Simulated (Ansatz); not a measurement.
Program: Ansatz. Geometries: PBE0-D4/def2-TZVP. ΔE: electronic, gas phase. CBS: MP2 limit from def2 TZ/QZ plus the TZ coupled-cluster correction, frozen cores. This one scheme is used for every species. DFT in def2-TZVPP. B3LYP here is the variant with VWN-RPA as its local correlation; programs differ in this. def2 core potentials past Kr. For Te outer-core shells are correlated without core-valence functions, which leaves a few kJ/mol of doubt a bond. Each species was taken in one conformer, which may not be the lowest.

Reaction (formal exchange of groups at a Te–C bond): `O[SiH2]C[TeH]` + `N[SiH](O)O` → `N[Si](O)(O)[TeH]` + `C[SiH2]O`

`O[SiH2]C[TeH]`:

Z-matrix (Å, degrees):
```
Si
C 1 1.870
O 1 1.644 2 110.5
H 1 1.490 2 107.4 3 -122.8
H 1 1.484 2 111.4 3 117.2
Te 2 2.154 1 109.7 3 55.1
H 2 1.093 1 110.9 3 -59.7
H 2 1.090 1 114.3 3 177.2
H 3 0.962 1 114.8 2 -48.2
H 6 1.659 2 93.4 1 55.2
```

`N[SiH](O)O`:

```xyz
9

N     0.480   -1.016    0.565
Si    0.212    0.470   -0.246
O    -0.619    1.438    0.783
O    -0.532    0.119   -1.664
H     0.865   -1.798    0.059
H     0.810   -1.012    1.517
H     1.385    1.274   -0.637
H    -1.353    1.044    1.256
H    -1.247   -0.519   -1.634
```

`N[Si](O)(O)[TeH]`:

Z-matrix (Å, degrees):
```
Si
O 1 1.638
O 1 1.637 2 115.5
N 1 1.699 2 102.8 3 -120.6
Te 1 2.501 2 110.8 3 111.4
H 2 0.959 1 115.6 3 -77.7
H 3 0.961 1 115.8 2 -70.7
H 4 1.007 1 120.4 2 -175.0
H 4 1.007 1 118.9 2 -30.3
H 5 1.658 1 90.8 2 59.9
```

`C[SiH2]O`:

Z-matrix (Å, degrees):
```
C
Si 1 1.863
H 1 1.093 2 111.0
H 1 1.094 2 110.2 3 119.8
H 1 1.093 2 111.5 3 -120.7
O 2 1.652 1 112.6 3 57.7
H 2 1.492 1 108.9 3 -179.5
H 2 1.483 1 110.6 3 -59.4
H 6 0.957 2 117.7 1 68.6
```

```json
{"level": "PBE0-D4", "ΔE (kJ/mol)": "-100.6"}
{"level": "B3LYP", "ΔE (kJ/mol)": "-95.3"}
{"level": "HF/def2-TZVPP", "ΔE (kJ/mol)": "-97.8"}
{"level": "HF/CBS(def2)", "ΔE (kJ/mol)": "-96.7"}
```

Q: What does CCSD(T)/CBS give? (Estimate.)

A: Computed: -89.4 kJ/mol. The listed levels differ from it by -11.2, -5.9, -8.4, -7.3 kJ/mol.

Largest T1 diagnostic among the species: 0.011.

In def2-TZVPP, CCSD(T) changes the Hartree–Fock value by +10.7 kJ/mol (the triples alone add +1.7 kJ/mol) and MP2 by +7.2 kJ/mol.
